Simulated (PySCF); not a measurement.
**Tb⁺ (terbium, charge +1) across methods**

[Xe] 4f9 6s1, one real determinant. Computed with PySCF 2.14 in x2c-TZVPPall (11s7p7d4f2g, 113 functions), with scalar relativity by spin-free X2C-1e.

| method | E (hartree) | mean ε 4f α (eV) | mean ε 4f β (eV) | mean ε 6s α (eV) | Σ⟨r²⟩ (bohr²) | ⟨S²⟩ |
| --- | --- | --- | --- | --- | --- | --- |
| UHF | -11703.95305 | -21.144 | -15.387 | -10.724 | 56.26 | 12.008 |
| PBE | -11708.07 | -10.437 | -7.187 | -9.055 | 54.76 | 12.003 |
| PBE0 | -11707.94 | -13.244 | -9.449 | -9.576 | 54.88 | 12.004 |
| LDA | -11699.74 | -10.715 | -7.185 | -9.290 | 54.40 | 12.003 |
| r2SCAN | -11708.32 | -10.550 | -7.081 | -9.167 | 54.73 | 12.005 |

⟨L²⟩ = 24.02 against 30 for a pure H term, so this real determinant mixes terms. Spin-orbit coupling, absent here, splits the open shell strongly.
